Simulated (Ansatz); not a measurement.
Conformers of `C[Si@H](O)N[Si@@H](O)F`, each relaxed with PBE0-D4/def2-TZVP in Ansatz. CBS adds the triple-zeta coupled-cluster correction to the MP2 limit.

Not all of them had a frequency check.

Conformer A:

```xyz
15

C     1.622   -1.773    0.671
Si   -0.023   -0.961    0.411
O    -0.731   -1.706   -0.876
N     0.233    0.735    0.131
Si   -0.969    1.914   -0.116
O    -0.696    2.848   -1.423
F    -2.308    1.048   -0.287
H     1.493   -2.842    0.854
H     2.254   -1.660   -0.214
H     2.144   -1.341    1.528
H    -0.922   -1.097    1.586
H    -1.645   -1.471   -1.048
H     1.194    1.031    0.040
H    -1.196    2.864    0.984
H    -0.449    2.412   -2.241
```

Conformer B:

Cartesian coordinates in Å:
```
C -2.102 0.798 -1.192
Si -0.422 0.737 -0.415
O 0.683 0.914 -1.620
N -0.231 -0.783 0.417
Si 1.138 -1.241 1.296
O 2.344 -0.280 0.730
F 1.035 -0.967 2.867
H -2.232 1.734 -1.740
H -2.234 -0.024 -1.900
H -2.888 0.736 -0.435
H -0.227 1.813 0.591
H 1.593 0.782 -1.340
H -0.917 -1.497 0.223
H 1.420 -2.685 1.175
H 3.040 -0.038 1.343
```

Which is lowest in electronic energy at CCSD(T)/CBS (frozen core, def2 sets), and by how much? (An estimate is asked.)

Ansatz gave: B; A lies 3.1 kJ/mol higher.

Give the energies relative to B (kJ/mol) with B2PLYP/def2-TZVPP, r2SCAN/def2-TZVPP, PBE0/def2-TZVPP, HF/def2-TZVPP, CCSD/def2-TZVPP, CCSD(T)/def2-TZVPP, MP2/CBS(def2). (Estimate.)

Computed: 
```json
{"level": "B2PLYP/def2-TZVPP", "A": "3.0"}
{"level": "r2SCAN/def2-TZVPP", "A": "3.3"}
{"level": "PBE0/def2-TZVPP", "A": "3.1"}
{"level": "HF/def2-TZVPP", "A": "2.0"}
{"level": "CCSD/def2-TZVPP", "A": "3.3"}
{"level": "CCSD(T)/def2-TZVPP", "A": "3.5"}
{"level": "MP2/CBS(def2)", "A": "3.4"}
```
